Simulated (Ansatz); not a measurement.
Reaction (β-hydride elimination): `CC[SiH2]P` → `[SiH3]P` + `C=C`

Isolated molecules relaxed with PBE0-D4/def2-TZVP in Ansatz; ΔE leaves out vibrations. CCSD(T)/CBS is the MP2 limit (def2-TZVPP, def2-QZVPP) plus CCSD(T) − MP2 in def2-TZVPP, frozen cores. This one scheme is used for every species. DFT in def2-TZVPP. B3LYP here is the variant with VWN-RPA as its local correlation; programs differ in this. Each species was taken in one conformer, which may not be the lowest.

`CC[SiH2]P`:

```xyz
13

C     0.790    0.349    1.476
C    -0.595    0.563    0.875
Si   -0.901   -0.424   -0.692
P     0.606    0.176   -2.266
H     0.917    0.914    2.403
H     1.579    0.670    0.790
H     0.968   -0.705    1.707
H    -0.753    1.622    0.644
H    -1.372    0.289    1.597
H    -0.844   -1.884   -0.393
H    -2.248   -0.116   -1.250
H     0.201   -0.838   -3.174
H     1.652   -0.615   -1.718
```

`[SiH3]P`:

Z-matrix (Å, degrees):
```
Si
P 1 2.255
H 1 1.487 2 113.9
H 1 1.486 2 108.0 3 -121.2
H 1 1.486 2 108.0 3 121.2
H 2 1.421 1 93.8 3 -46.7
H 2 1.421 1 93.8 3 47.0
```

`C=C`:

```xyz
6

C     0.543   -0.371    0.072
C    -0.543    0.371   -0.072
H     0.755   -1.204   -0.590
H     1.265   -0.178    0.858
H    -0.755    1.204    0.589
H    -1.265    0.177   -0.858
```

```json
{"level": "LDA (SPW92)", "ΔE (kJ/mol)": "179.2", "difference from CCSD(T)/CBS": "40.1"}
{"level": "revPBE-D4", "ΔE (kJ/mol)": "145.2", "difference from CCSD(T)/CBS": "6.1"}
{"level": "BLYP-D4", "ΔE (kJ/mol)": "122.3", "difference from CCSD(T)/CBS": "-16.8"}
{"level": "PBE0-D4", "ΔE (kJ/mol)": "157.5", "difference from CCSD(T)/CBS": "18.4"}
{"level": "B3LYP-D4", "ΔE (kJ/mol)": "132.9", "difference from CCSD(T)/CBS": "-6.2"}
{"level": "BHLYP-D4", "ΔE (kJ/mol)": "141.6", "difference from CCSD(T)/CBS": "2.5"}
{"level": "ωB97M-V", "ΔE (kJ/mol)": "143.5", "difference from CCSD(T)/CBS": "4.4"}
{"level": "PBE0", "ΔE (kJ/mol)": "147.7", "difference from CCSD(T)/CBS": "8.6"}
{"level": "r2SCANh", "ΔE (kJ/mol)": "148.2", "difference from CCSD(T)/CBS": "9.1"}
{"level": "BHLYP", "ΔE (kJ/mol)": "127.6", "difference from CCSD(T)/CBS": "-11.5"}
{"level": "LC-ωPBE", "ΔE (kJ/mol)": "156.3", "difference from CCSD(T)/CBS": "17.2"}
{"level": "MP2/def2-SVP", "ΔE (kJ/mol)": "149.0", "difference from CCSD(T)/CBS": "9.9"}
{"level": "CCSD/def2-TZVPP", "ΔE (kJ/mol)": "134.5", "difference from CCSD(T)/CBS": "-4.6"}
{"level": "MP2/def2-QZVPP", "ΔE (kJ/mol)": "151.4", "difference from CCSD(T)/CBS": "12.3"}
{"level": "HF/CBS(def2)", "ΔE (kJ/mol)": "105.1", "difference from CCSD(T)/CBS": "-34.0"}
{"level": "MP2/CBS(def2)", "ΔE (kJ/mol)": "152.8", "difference from CCSD(T)/CBS": "13.7"}
{"level": "CCSD(T)/CBS", "ΔE (kJ/mol)": "139.1", "difference from CCSD(T)/CBS": "0"}
```

(1) What do rigid-rotor, harmonic-oscillator terms from PBE0-D4/def2-TZVP frequencies (298.15 K, 1 bar) make of the CCSD(T)/CBS value? (Estimate.)

Largest T1 diagnostic among the species: 0.013.

Answers

(1) Computed: ΔZPE = -18.6 kJ/mol, ΔH = +123.5 kJ/mol, ΔS = 148 J/(mol·K), ΔG = +79.4 kJ/mol.

At CCSD(T), def2-SVP lies −5.7 kJ/mol from the extrapolated value and def2-TZVPP −2.9 kJ/mol. In def2-TZVPP, CCSD(T) changes the Hartree–Fock value by +30.6 kJ/mol (the triples alone add +1.7 kJ/mol) and MP2 by +44.3 kJ/mol.
